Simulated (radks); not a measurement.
Results of a calculation; reference values are marked as such.
All-electron atom: the copper ion Cu+ in [Ar] 3d10 (the NIST ground configuration). Code: a radial shooting solver on a logarithmic mesh with Libxc functionals. Model: Dirac Kohn-Sham, PBE, spin-unpolarised, spherical densities, finite nucleus; Fermi nuclear charge, rms radius 3.8823 fm. Some entries of the table are withheld. Estimate them.

orbital,occ.,eigenvalue (eV),<r> (bohr)
1s1/2,2,-8857.468,0.05213
2s1/2,2,-1070.473,0.2350
2p1/2,2,(1),0.2041
2p3/2,4,(2),0.2074
3s1/2,2,-123.2886,0.7126
3p1/2,2,-82.5038,(3)
3p3/2,4,-79.9320,(4)
3d3/2,4,-13.8228,(5)
3d5/2,6,-13.5499,(6)

Answer. 
(1) 2p1/2 eigenvalue (eV): -938.7900
(2) 2p3/2 eigenvalue (eV): -918.2911
(3) 3p1/2 <r> (bohr): 0.7432
(4) 3p3/2 <r> (bohr): 0.7541
(5) 3d3/2 <r> (bohr): 1.009
(6) 3d5/2 <r> (bohr): 1.019
